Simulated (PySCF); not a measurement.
Q: Write Cartesian coordinates for `[SiH3][CH2][GeH2][O][SiH3]` as optimised with PBE0-D3(BJ)/def2-SVP.

A: 
```
atom  x, y, z in Å
Si1   -2.303    0.582   -0.173
C2    -1.689   -1.107    0.401
Ge3    0.046   -1.569   -0.354
O4     0.988   -0.056   -0.433
Si5    1.782    0.950    0.611
H6    -2.154    0.713   -1.654
H7    -3.749    0.750    0.173
H8    -1.532    1.674    0.492
H9    -1.617   -1.115    1.500
H10   -2.416   -1.884    0.112
H11   -0.075   -2.044   -1.811
H12    0.824   -2.582    0.512
H13    3.151    0.430    0.920
H14    1.903    2.296   -0.019
H15    1.038    1.082    1.907
```

Orientation and origin are arbitrary. Atoms count from 1 in this order. Of the pairs four or more bonds apart, Si1···Si5 is among the closest relative to their van der Waals radii: 4.18 Å, 99 % of the sum of Bondi's values. Si1 (SiH3 silicon) is tetrahedral (angles from 108.3° to 110.6°). Si5 (oxygen-bound silicon) is tetrahedral (angles from 107.8° to 111.2°). Ge3 (germanium bonded to C, O and 2 H) is distorted tetrahedral (angles from 105.2° to 112.8°).

Bonds between heavy atoms (Å): Si1–C2 1.887, C2–Ge3 1.948, Ge3–O4 1.784, O4–Si5 1.653.

Method: PBE0-D3(BJ)/def2-SVP geometry optimisation, gas phase in PySCF.

Point group: C1 (no symmetry element, even within 0.4 Å). Stationary, but not proved a minimum. One conformer, not necessarily the lowest (Si1–C2–Ge3–O4 36°, C2–Ge3–O4–Si5 74°).
